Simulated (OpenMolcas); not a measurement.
V2+ (d3) among equal point charges was computed by CASSCF with the d shell active (OpenMolcas, ANO-RCC-VDZP on the metal). Its lowest spin-free states, and all those of the highest spin:

```csv
2S+1,Degeneracy,E (cm-1)
4,1,0.0
4,2,6216
4,2,9203
2,2,14045
4,2,15213
2,1,17221
2,2,17626
2,1,19491
2,2,20037
4,2,20244
2,2,21427
2,2,22378
4,1,32636
```

Question: Is the site octahedral, tetrahedral or cube-like, axial, or of lower symmetry?

Answer: The states with 2S+1 = 4 have orbital degeneracies 1, 2, 2, 2, 2, 1. There are pairs but no triples, so the site is axial: not cubic, but with a proper or improper axis of order three or more. The run had V2+ among 6 point charges of -1.5 e arranged as a trigonal prism (D3h), 1.8 Å from the ion, with a polar angle of 48.6° against the regular 49.1°. The active orbitals were held to one l.

Without dynamic correlation the repulsion within the d shell is too large (B by tens of per cent), so at a given field states of lower spin stand too high. This is an electrostatic model: the charges have no orbitals. An unlabelled pair can be two single states that coincide in this model. No measured value stands beside these numbers.
